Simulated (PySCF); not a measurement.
Gas-phase reaction: NbOCl3 + H + Cl2 ⇌ NbCl5 + OH

Computed with PySCF and rigid-rotor harmonic-oscillator thermochemistry at 1 bar. † marks an energy on the PBE0/def2-TZVP geometry and frequencies; other levels use their own. MP2 freezes the core. Open shells (unrestricted): H (multiplicity 2), OH (multiplicity 2, electronic degeneracy 4); the rest are closed-shell singlets. Spin-orbit splitting is ignored; it lowers the true energy and changes the entropy of OH. B3LYP is the form with VWN-RPA correlation. Nb: scalar-relativistic def2 core potential, no spin-orbit coupling. MP2 isn't extrapolated to the basis-set limit; its ΔH°(298 K) is -85.7 kJ in def2-SVP and -87.3 kJ in def2-TZVPP. The harmonic model lacks anharmonicity and excited electronic states, which grow with temperature; levels with a mode under 35 cm⁻¹ are left out. Soft modes under 120 cm⁻¹ make the harmonic entropy rough for NbOCl3, NbCl5.

| level | ΔE electronic, kJ | ΔH°(298 K), kJ | ΔS°(298 K), J/K | ΔG°(2000 K), kJ |
|---|---|---|---|---|
| B3LYP/def2-TZVP† | -146 | -129 | -108 | 85 |
| BLYP/def2-TZVP† | -124 | -107 | -108 | 108 |
| M06-2X/def2-TZVP† | -146 | -129 | -108 | 86 |
| MP2/def2-SVP† | -103 | -86 | -108 | 129 |
| MP2/def2-TZVPP† | -104 | -87 | -108 | 128 |
| PBE0/def2-TZVP | -152 | -135 | -108 | 80 |
ΔH° is lowest at PBE0/def2-TZVP and highest at MP2/def2-SVP†. No reference value is set beside these.
